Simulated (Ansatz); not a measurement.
`[SiH3][O][In]([SH])[Br]`, 9 atoms. Total charge 0; spin multiplicity 1. Correlated methods include outer-core shells of Br, In, which these sets cover unevenly. Scalar relativity is left out up to krypton. In takes the def2 core potential. All runs use 4 threads of an Arm Neoverse V2 on a shared host. Correlated methods freeze the cores.

(1) Give the basis size and wall time and peak host memory of each of these runs in Ansatz. RKS LC-ωPBE/def2-TZVPP energy; RKS PBE-D4/def2-TZVPP energy and forces; RKS PBE0-D4/def2-QZVPP energy; direct RPA on PBE orbitals/def2-TZVPP energy; RKS ωB97M-V/def2-SVP energy; RKS r2SCANh-D4/def2-TZVPP energy; RKS PBE0-D4/def2-TZVPP energy; RKS PBE0-D4/def2-TZVP frequencies; RHF-MP2/def2-QZVPP energy; RHF-CCSD(T)/def2-SVP energy; RKS ωB97M-V/def2-QZVPP energy; RKS PBE0-D4/def2-SVP energy. (Best estimate.)

Answers

(1) The calculation gave: Other jobs shared the machine, so times are rough.

```tsv
level	job	functions	wall time	peak host memory (GiB)
RKS PBE0-D4/def2-SVP	energy	128	1.8 s	0.35
RKS PBE-D4/def2-TZVPP	energy and forces	269	3.1 s	0.44
RKS LC-ωPBE/def2-TZVPP	energy	269	3.6 s	0.7
RKS PBE0-D4/def2-TZVPP	energy	269	5.5 s	1.2
RKS ωB97M-V/def2-SVP	energy	128	7.5 s	0.53
direct RPA on PBE orbitals/def2-TZVPP	energy	269	7.5 s	0.78
RKS r2SCANh-D4/def2-TZVPP	energy	269	8.5 s	1.2
RKS PBE0-D4/def2-QZVPP	energy	488	14 s	2.7
RHF-CCSD(T)/def2-SVP	energy	128	14 s	0.76
RHF-MP2/def2-QZVPP	energy	488	27 s	3.1
RKS ωB97M-V/def2-QZVPP	energy	488	30 s	3.1
RKS PBE0-D4/def2-TZVP	frequencies	227	4 min	0.88
```

LC-ωPBE has ω = 0.4 bohr⁻¹.
